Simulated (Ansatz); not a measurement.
Basis-set extrapolation for C2H10BNSi, SMILES `BN([SiH3])CC` (PBE0-D4/def2-TZVP geometry, frozen core, the Gaussian-basis code of Ansatz). Multiplicity 1, RHF reference.

```tsv
	def2-TZVPP	def2-QZVPP
HF	-449.740990	-449.758219
MP2 correlation	-0.796265	-0.848255
CCSD(T) correlation	-0.890243	not run
```

Energies in hartree. Use E(X) = E(∞) + A·exp(−7.88·√X) for Hartree–Fock and E(X) = E(∞) + B·X^(−2.97) for correlation, with X = 3 and 4, and add CCSD(T) minus MP2 of the smaller set to the MP2 limit.

Problem. What is the CCSD(T) energy at the basis-set limit?

Solution. HF limit: -449.758219 + (-0.017229) × 0.13774 = -449.76059. MP2 limit: -0.848255 + (-0.051990) × 0.74074 = -0.88677. Higher-order term: -0.890243 − (-0.796265) = -0.09398. Total: -450.74134 hartree, 3.00 eV below CCSD(T)/def2-TZVPP.
